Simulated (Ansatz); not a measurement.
Redistribution: C4H9Br + CBrClF2 → C4H9F + CBr2ClF

Species: C4H9Br (1-bromobutane) `CCCCBr`, singlet; CBrClF2 `FC(F)(Cl)Br`, singlet; C4H9F (1-fluorobutane) `CCCCF`, singlet; CBr2ClF (dibromochlorofluoromethane) `FC(Cl)(Br)Br`, singlet. The partners trade Br for F; both sit on C, so the bond types are kept.

Shapes, held fixed at every level: PBE0-D4/def2-TZVP. Flexible molecules stand in one conformer, not always the lowest. Programs: Ansatz 0.2.0. The zero-point and thermal change to 298 K, harmonic and unscaled (PBE0-D4/def2-TZVP), is -0.2 kJ/mol.

```
              level                    kind  ΔH(298 K) (kJ/mol)  less CCSD(T)/def2-TZVPP
   SPW92/def2-TZVPP                     LDA               +56.9                     +0.9
BHLYP-D4/def2-TZVPP           global hybrid               +55.2                     -0.8
 wB97M-V/def2-TZVPP  range-separated hybrid               +56.0                      0.0
  B2PLYP/def2-TZVPP           double hybrid               +52.4                     -3.6
       MP2/def2-SVP     perturbation theory               +62.7                     +6.7
     MP2/def2-TZVPP     perturbation theory               +53.6                     -2.4
    CCSD/def2-TZVPP   coupled cluster or CI               +57.1                     +1.1
 CCSD(T)/def2-TZVPP   coupled cluster or CI               +56.0                      0.0
```

The highest level, CCSD(T)/def2-TZVPP, gives ΔH(298 K) = +56.0 kJ/mol; the levels span +52.4 to +62.7. The column of differences is taken from that level and isn't an error. No measured value is set beside it here. Relativity is left out for Br. Outer-core shells of Br are correlated, in sets that cover them unevenly.
